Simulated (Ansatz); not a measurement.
Calculated with Ansatz (gas phase, PBE0-D4/def2-TZVP geometries, no zero-point term in ΔE). CBS: MP2 limit from def2 TZ/QZ plus the TZ coupled-cluster correction, frozen cores. This one scheme is used for every species. DFT in def2-TZVPP. B3LYP here is the variant with VWN-RPA as its local correlation; programs differ in this. One conformer a species, not always the lowest.

`C[SiH2]N[SiH2]O` + H₂ → `O[SiH3]` + `C[SiH2]N`  (hydrogenolysis of the Si–N bond)

`C[SiH2]N[SiH2]O`:

Cartesian coordinates in Å:
```
C 1.777 -1.509 0.836
Si 0.634 -0.797 -0.455
N -0.725 0.014 0.251
Si -1.220 1.639 -0.005
O -1.831 1.940 -1.503
H 2.166 -0.723 1.488
H 1.257 -2.241 1.459
H 2.623 -2.015 0.364
H 0.193 -1.901 -1.355
H 1.330 0.231 -1.274
H -1.320 -0.532 0.857
H -2.236 1.919 1.047
H -0.066 2.560 0.079
H -2.582 1.417 -1.788
```

H₂:

```xyz
2

H     0.217   -0.303   -0.019
H    -0.217    0.303    0.019
```

`O[SiH3]`:

Z-matrix (Å, degrees):
```
Si
O 1 1.648
H 1 1.489 2 111.7
H 1 1.489 2 111.7 3 120.9
H 1 1.481 2 105.9 3 -119.6
H 2 0.957 1 117.9 3 -60.5
```

`C[SiH2]N`:

```xyz
10

C    -0.985   -0.160   -0.980
Si    0.673   -0.113   -0.114
N     0.659    0.359    1.540
H    -0.865   -0.471   -2.022
H    -1.461    0.824   -0.975
H    -1.664   -0.866   -0.495
H     1.550    0.852   -0.833
H     1.270   -1.476   -0.170
H     0.506    1.320    1.799
H     0.318   -0.267    2.251
```

(1) Is it downhill or uphill in electronic energy at CCSD(T)/CBS, and by how much? (An estimate is asked.)

(2) What do these levels give: PBE-D4, r2SCAN-D4, B3LYP-D4, ωB97X-V, B2PLYP, PBE, B3LYP, MP2/def2-TZVPP, SCS-MP2/def2-TZVPP, MP2/def2-QZVPP, SCS-MP2/def2-QZVPP, CCSD/CBS(def2)? (Best estimate.)

Largest T1 diagnostic among the species: 0.011.

## Answers

(1) Computed: Uphill: ΔE = +0.66 eV.

(2) Computed: PBE-D4 0.62, r2SCAN-D4 0.66, B3LYP-D4 0.64, ωB97X-V 0.60, B2PLYP 0.58, PBE 0.53, B3LYP 0.50, MP2/def2-TZVPP 0.70, SCS-MP2/def2-TZVPP 0.64, MP2/def2-QZVPP 0.72, SCS-MP2/def2-QZVPP 0.65, CCSD/CBS(def2) 0.61 eV.

The D4 term adds +0.14 eV with B3LYP and +0.08 eV with PBE0; it sums over pairs of atoms, weighted by their polarisabilities, and B3LYP, whose exchange is more repulsive, gets the larger term. In def2-TZVPP, CCSD(T) changes the Hartree–Fock value by +0.20 eV (the triples alone add +0.05 eV) and MP2 by +0.27 eV.
